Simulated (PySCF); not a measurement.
An excited-state job on `C[AsH]CCC#N`.

Computed with TDDFT CAM-B3LYP/def2-SVPD, vertical, gas phase, core orbitals frozen in the response (PySCF 2.14.0, density-fitted response routines). Geometry: GFN2-xTB. The input is one job of a driver script: a line of settings, then coordinates in Å.

Command:
```bash
OMP_NUM_THREADS=1 python probes_run.py task.json out
```

Input:
```
{"job": {"kind": "uv", "xc": "CAM-B3LYP", "basis": "def2-SVPD", "nstates": 8, "ntriplets": 3}, "charge": 0, "multiplicity": 1}
C      2.519374     0.208761    -0.242327
As     1.099031    -1.126623     0.046072
C     -0.379314     0.184860     0.289289
C     -1.751368    -0.491516     0.211009
C     -2.799060     0.478826     0.394321
N     -3.600894     1.281003     0.539948
H      3.406860    -0.267263    -0.656522
H      2.792713     0.657496     0.712546
H      2.194692     0.997565    -0.918238
H      0.816801    -1.322100    -1.425649
H     -0.309678     0.974613    -0.463526
H     -0.261743     0.655714     1.270428
H     -1.844476    -1.260606     0.986148
H     -1.883616    -0.971201    -0.765665
```

Task: Give the output.

Result: 
```
coarse grid: 52952 points
cycle   1  E = -2447.3592324999  dE = -1.773e-01  |g| = 5.148e-01  |ddm| = 5.093e+00
cycle   2  E = -2447.2731843288  dE =  8.605e-02  |g| = 8.443e-01  |ddm| = 1.507e+00
cycle   3  E = -2447.4224287911  dE = -1.492e-01  |g| = 8.103e-02  |ddm| = 9.440e-01
cycle   4  E = -2447.4234269852  dE = -9.982e-04  |g| = 3.901e-02  |ddm| = 1.334e-01
cycle   5  E = -2447.4237244252  dE = -2.974e-04  |g| = 5.378e-03  |ddm| = 6.512e-02
cycle   6  E = -2447.4237338595  dE = -9.434e-06  |g| = 1.402e-03  |ddm| = 1.301e-02
final grid: 111880 points
cycle   7  E = -2447.4237707188  dE = -2.760e-07  |g| = 1.185e-03  |ddm| = 6.597e-03
cycle   8  E = -2447.4237706867  dE =  3.212e-08  |g| = 1.289e-03  |ddm| = 3.384e-03
cycle   9  E = -2447.4237710841  dE = -3.975e-07  |g| = 2.187e-04  |ddm| = 1.765e-03
cycle  10  E = -2447.4237710942  dE = -1.009e-08  |g| = 5.963e-05  |ddm| = 2.518e-04
cycle  11  E = -2447.4237710950  dE = -8.095e-10  |g| = 1.388e-05  |ddm| = 1.111e-04
converged SCF energy = -2447.4237710950

Static polarisability (au): isotropic 84.136, principal 66.977 77.484 107.945

Singlet excitations
state   eV       nm        f      main configurations
  1   6.3150    196.3   0.09271   H->L 0.91
  2   6.3561    195.1   0.09557   H->L+1 0.92
  3   7.1848    172.6   0.15569   H->L+2 0.75, H->L+5 0.11
  4   7.8062    158.8   0.00072   H-1->L+4 0.17, H-2->L 0.12, H-4->L+4 0.11
  5   7.8654    157.6   0.03395   H->L+3 0.58, H->L+5 0.20
  6   7.9761    155.4   0.03207   H-1->L 0.52, H->L+4 0.09, H-2->L+4 0.09
  7   8.0681    153.7   0.00680   H->L+4 0.19, H->L+5 0.15, H-1->L+1 0.08
  8   8.0938    153.2   0.01240   H->L+5 0.15, H->L+3 0.10, H-2->L+4 0.10

Triplet excitations (Tamm-Dancoff, eV): 5.2990 5.4013 6.4981
```

The SCF starts on a coarse grid where the log names one; the energy can jump when the final grid takes over, and dE then counts from the start density on the new grid. H and L stand for HOMO and LUMO; the number after each pair is its weight.

Task: How does the lowest singlet excitation compare with the HOMO–LUMO gap?

Result: HOMO -8.67 eV and LUMO 0.70 eV give a gap of 9.37 eV; S1 at 6.32 eV lies 3.05 eV below it.

Task: Give S1 in cm⁻¹ and kJ/mol.

Result: 6.3150 eV × 8065.54 = 50934 cm⁻¹; × 96.485 = 609.3 kJ/mol.

Main results: HOMO -8.67 eV, LUMO 0.70 eV; lowest singlet 6.32 eV; lowest triplet 5.30 eV (Tamm–Dancoff); mean polarisability 84.1 au.

 The CAM-B3LYP/def2-SVPD calculation is non-relativistic and has no spin–orbit coupling, an omission that weighs most on arsenic.

Hardware: an Arm Neoverse V2 with one thread, shared host. Cost: 44 s wall.

One conformer stands for the species.
Labels such as C1 count atoms from 1, the log's own numbers from 0.
